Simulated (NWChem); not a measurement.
Species: C4H5FO; SMILES C(F)(CC=O)=C

```xyz
11

C     -1.1513    -1.7453     0.2932
C     -0.1308    -0.9797    -0.0794
F      1.1301    -1.3734     0.1525
C     -0.1771     0.3545    -0.7428
C      0.4039     1.4638     0.1120
O     -0.0499     2.5726     0.1586
H     -2.1753    -1.4187     0.1137
H     -0.9740    -2.7075     0.7761
H     -1.1977     0.6308    -1.0378
H      0.4439     0.3089    -1.6580
H      1.3149     1.1794     0.6978
```
Atoms are numbered in this order, from 1.

Level: PBE0/def2-SVP (NWChem), optimised geometry, unscaled harmonic frequencies. 

Problem. List the harmonic frequencies with IR intensities, and the thermochemistry.

Solution. 
| frequency (cm⁻¹) | IR intensity (km/mol) |
|---|---|
| 66 | 4.9 |
| 92 | 7.3 |
| 200 | 3.4 |
| 387 | 1.2 |
| 432 | 7.7 |
| 513 | 21.9 |
| 602 | 5.5 |
| 748 | 0.6 |
| 762 | 1.2 |
| 879 | 55.0 |
| 909 | 9.2 |
| 955 | 31.2 |
| 1040 | 6.0 |
| 1071 | 40.6 |
| 1189 | 11.1 |
| 1260 | 17.3 |
| 1345 | 84.9 |
| 1385 | 3.2 |
| 1409 | 35.1 |
| 1423 | 1.1 |
| 1782 | 124.4 |
| 1893 | 204.5 |
| 2941 | 76.7 |
| 3046 | 4.1 |
| 3171 | 0.6 |
| 3200 | 2.9 |
| 3312 | 0.0 |

```json
{
  "zero_point_energy": "51.5 kcal/mol",
  "thermal correction to the enthalpy at 298.15 K (with zero-point energy)": "56.1 kcal/mol",
  "heat capacity Cv": "21.3 cal/(mol K)",
  "entropy at 298.15 K and 1 atm (symmetry number 1)": "80.2 cal/(mol K)",
  "dipole_moment": "1.86 D"
}
```

Rigid rotor and harmonic oscillator; modes under 100 cm⁻¹ make the entropy uncertain.
